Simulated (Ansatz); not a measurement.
Geometry optimisation, Ansatz 0.2.0, UKS PBE/def2-SVP.

Input file:

```yaml
crystal:
  periodic: [false, false, false]
  atoms:
    - { symbol: Sn, position_ang: [0.0, 0.0, 0.0] }
    - { symbol: Cl, position_ang: [0.0, 0.0, 2.66] }
    - { symbol: O, position_ang: [1.8483, 0.0, -0.6527] }
    - { symbol: H, position_ang: [2.1646, -0.9521, -0.7693] }
    - { symbol: O, position_ang: [-0.9232, 1.5994, -0.6527] }
    - { symbol: H, position_ang: [-1.881, 1.3686, -0.8751] }
    - { symbol: Cl, position_ang: [-1.1351, -1.9666, -0.8025] }
    - { symbol: O, position_ang: [0.0, 0.0, 4.55] }
    - { symbol: H, position_ang: [-0.5144, -0.8011, 4.8871] }
magnetization:
  spin_polarized: true
  initial_magnetization: 1
basis:
  gaussian: { orbitals: def2-SVP }
hamiltonian:
  xc: pbe
relax:
  f_tol: 0.15
  max_steps: 25
  restrain:
    - { distance: [1, 7], at: 1.59, k: 30.0 }
    - { distance: [0, 1], at: 3.61, k: 30.0 }
```

Run as:

```bash
$ ansatz run input.yaml --threads 4 --pin off --max-ram 5120MiB --backend cpu --events-out ev --progress --plain --runs-dir out
```

Question: Where does it end, and by what steps?

Answer: The run converged. The restraints hold the end off the free minimum; the threshold counts their pulls, which the force column leaves out. Restrained pairs: Cl2–O8 (1.89 → 1.65 Å), Sn1–Cl2 (2.66 → 3.61 Å). After 9 steps the energy has risen by 0.217 eV (the restraints' own energy left out); Cl2 moved furthest, 0.87 Å.

```tsv
step	energy less start (eV)	largest force component (eV/Å)	accepted
0	0.0000	1.567	yes
1	0.3895	2.348	yes
2	0.8463	4.484	yes
3	0.4209	2.365	yes
4	0.2570	1.703	yes
5	0.2334	1.911	yes
6	0.2321	1.967	yes
7	0.2306	1.926	yes
8	0.1791	1.116	no
9	0.2172	1.704	yes
```

```xyz
9
Properties=species:S:1:pos:R:3
Sn -0.035 -0.025 -0.156
Cl -0.084 0.407 3.424
O 1.798 -0.005 -1.010
H 2.265 -0.837 -0.787
O -0.876 1.548 -1.109
H -1.849 1.469 -1.051
Cl -1.211 -2.049 -0.836
O 0.193 -0.384 4.851
H -0.642 -0.875 5.019
```

Time of the run: 26 s on 4 threads of Arm Neoverse V1, with other jobs on the host, peak memory 0.21 GiB.
